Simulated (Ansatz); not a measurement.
Saddle point of SiN2H7F, closed shell (SiNH₄F ([NH2][SiH2][F]) + NH₃ → SiN₂H₆ ([NH2][SiH2][NH2]) + HF; bonds formed: Si1–N7, F2–H6; bonds broken: Si1–F2, H6–N7), PBE0-D4/def2-TZVP structure:

Si1  (0.047, -0.474, -0.499)
F2  (1.447, 0.232, 1.041)
H3  (-1.110, -0.884, -1.365)
H4  (0.904, -1.673, -0.413)
N5  (0.458, 1.008, -1.203)
H6  (0.286, 0.057, 1.496)
N7  (-0.774, -0.305, 1.152)
H8  (0.080, 1.297, -2.087)
H9  (1.259, 1.527, -0.887)
H10  (-1.086, -1.169, 1.577)
H11  (-1.513, 0.386, 1.189)
(Å)

Energies are electronic, without zero-point energy. Barriers and step energies count from the start structure reached by relaxing down the imaginary mode; all methods use the PBE0-D4 structures, on which another method's saddle can fall below an end. Computed with Ansatz 0.2.0 (basis: def2-TZVPP, with def2-QZVPP for the basis limit); correlated methods freeze the cores. B3LYP uses VWN-RPA correlation. Extrapolation: Hartree–Fock as exp(−7.88 √X), correlation as X^−2.97.

| method | barrier (kcal/mol) | step energy (kcal/mol) |
| --- | --- | --- |
| SPW92 | 14.04 | 7.70 |
| PBE-D4 | 22.07 | 11.27 |
| BLYP-D4 | 26.14 | 13.22 |
| r2SCAN-D4 | ? | 13.29 |
| B97M-V | ? | 15.76 |
| PBE0-D4 | 24.88 | 11.97 |
| B3LYP-D4 | 27.94 | 13.72 |
| r2SCAN0-D4 | 26.68 | 13.43 |
| BHLYP-D4 | 31.26 | 15.08 |
| CAM-B3LYP-D4 | 27.43 | 13.89 |
| wB97X-V | 27.47 | 14.16 |
| wB97M-V | ? | 14.54 |
| B2PLYP | 28.94 | 14.55 |
| PBE-QIDH | 27.00 | 13.02 |
| RPA on PBE | 29.50 | 14.97 |
| HF | 41.60 | 19.40 |
| MP2 | 27.82 | 13.47 |
| CCSD | 31.17 | 15.02 |
| CCSD(T) | 29.15 | 14.24 |

**Question.** Fill in the withheld barriers. (Judge from chemistry; the value comes from the calculation.)

**Answer.** Computed: wB97M-V 27.38; r2SCAN-D4 24.83; B97M-V 29.30 kcal/mol. Each is the energy of the saddle less that of the start structure, by the same method.

For comparison, the barrier by CCSD(T) at an estimated basis limit (MP2 extrapolated from triple and quadruple zeta, plus CCSD(T) − MP2 in triple zeta) is 28.75 kcal/mol.

The T1 diagnostic stays at or below 0.012.

The step is the kind of exchange with an N–H group that builds nitride films in atomic layer and chemical vapour deposition.

Labels in which every atom is bracketed show which atoms are joined, not bond orders.

For scale, one of the runs: CCSD(T)/def2-TZVPP, 233 basis functions (an equivalent command: `ansatz run in.yaml --threads 4`). Hardware: 4 CPU threads, shared host. Wall time 94 s; peak host memory 4.2 GiB.
